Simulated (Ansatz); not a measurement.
A structure relaxed at PBE0-D4/def2-TZVP, charge 0, multiplicity 1:

Cartesian coordinates in Å:
```
F -0.273 2.224 0.404
C -1.075 1.112 0.461
C -1.297 0.387 -0.846
Si -0.369 -0.626 0.432
Si 1.908 -0.884 0.090
H -1.964 1.309 1.056
H -2.319 0.175 -1.140
H -0.681 0.751 -1.664
H -1.130 -1.650 1.187
H 2.381 0.274 -0.711
H 2.184 -2.143 -0.653
H 2.636 -0.929 1.385
```

(1) Give its formula and SMILES.

(2) Summarise the bond lengths by kind.

## Answers

(1) C2H7FSi2, `F[C@H]1C[Si@H]1[SiH3]`.

(2) 1 × C–F 1.372 Å; 1 × C–C 1.511 Å; 2 × C–Si 1.876 Å; 3 × C–H 1.085 to 1.087 Å; 1 × Si–Si 2.318 Å; 4 × H–Si 1.483 to 1.487 Å.

Program: Ansatz 0.2.0.
